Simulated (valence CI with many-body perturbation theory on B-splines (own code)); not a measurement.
## Sb I: what the settings do

Calculated by relativistic CI+MBPT: five valence electrons over a frozen Dirac-Fock core [Kr] 4d10, radial functions for each j: 6 s, 6 p, 5 d, 3 f, 1 g, with the one-electron correlation potential Σ1 (screened to all orders), the two-electron term Σ2, the three-electron term Σ3, Breit, model QED; selected single and double excitations, second order for the rest (own B-spline code, finite nucleus).

Against 18 measured levels this calculation errs by 54 cm⁻¹ on average and by 185 at most. These come from a selection out of the NIST Handbook of Basic Atomic Spectroscopic Data. Levels without a partner in it may be off by more. Among the levels kept, up to 1800 cm⁻¹ of a level comes from second order outside the variational space, and about a tenth of that is noise between levels of different J, which matters for small intervals.

The reference run has the lowest level 5s2.5p3 4S°_3/2 and an ionisation energy of 8.57727 eV. Its largest variational space holds 9999 state functions.

Names give the largest LS component (configuration and term), which can be under half, so a name can repeat, a term be missing and a line seem to break the LS rules; names also repeat where a configuration has a term twice. Letters in brackets count levels of one name in rising energy.

Changed runs:
A. three-electron term on → off
B. averaging of valence orbitals over low configurations on → off
C. lowest core n in screening and Σ2 2 → 4
D. cutoff of virtual states (hartree) 5202 → 4.17 (bad on purpose)

Excitation energies of the reference run in cm⁻¹, and shifts in cm⁻¹:

| Level | Reference | A | B | C | D |
| --- | --- | --- | --- | --- | --- |
| 5s2.5p3 2D°_3/2 | 8574 | +88 | -0.1 | +6.9 | +16 |
| 5s2.5p3 2D°_5/2 | 9902 | +72 | +0.2 | +15 | -31 |
| 5s2.5p3 2P°_1/2 | 16439 | +147 | +0.4 | +19 | -32 |
| 5s2.5p3 2P°_3/2 | 18503 | +127 | +0.1 | +32 | -113 |
| 5s2.5p2.6s 4P_1/2 | 43221 | +6.6 | +0.2 | +35 | -100 |
| 5s2.5p2.6s 4P_3/2 | 45937 | -10 | +0.6 | +50 | -191 |
| 5s2.5p2.6s 2P_1/2 | 46996 | -10 | +0.2 | +51 | -190 |
| 5s2.5p2.6s 4P_5/2 | 48347 | -4.9 | +0.3 | +57 | -228 |
| 5s2.5p2.6s 2P_3/2 | 49437 | -2.3 | +0.4 | +58 | -225 |
| 5s2.5p2.6p 4D°_1/2 | 51553 | +8.0 | +0.1 | +39 | -143 |
| 5s2.5p2.6p 4D°_3/2 [a] | 52534 | +6.6 | +0.1 | +41 | -157 |
| 5s2.5p2.5d 4P_5/2 | 53458 | -2.0 | +0.2 | +62 | -362 |
| Ionisation energy (eV) | 8.57727 | +0.00095 | +2.9e-05 | +0.00543 | -0.02191 |
